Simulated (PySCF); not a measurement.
Computed IR spectrum (relative IR intensity) of a molecule C4H5NSi. Coordinates come from a B3LYP-D3(BJ)/def2-SVP optimisation. Other conformers were not sampled. Level of theory: B3LYP-D3(BJ)/def2-SVP in PySCF. Frequencies are harmonic and unscaled.

Lines under 2 % of the strongest are left out, and lines within 2 cm⁻¹ are merged.

ν (cm⁻¹): 159 (vw), 467 (w), 517 (w), 552 (w), 629 (w), 675 (m), 781 (s), 800 (m), 886 (vw), 947 (m), 965 (vs), 1096 (w), 1177 (m), 1249 (vw), 1411 (w), 1628 (w), 2230 (vs), 2240 (vs), 2347 (m), 3049 (w), 3129 (w) (against the strongest line: vs over 80 %, s over 45 %, m over 15 %, w over 4 %, vw less)

Q: Which structure fits?
A. N#CC1=CC[SiH2]1
B. C#C[Si@H]1C=NC1
C. C#C[SiH](N)C#C
D. C#CC1=NC[SiH2]1

A: A, N#CC1=CC[SiH2]1
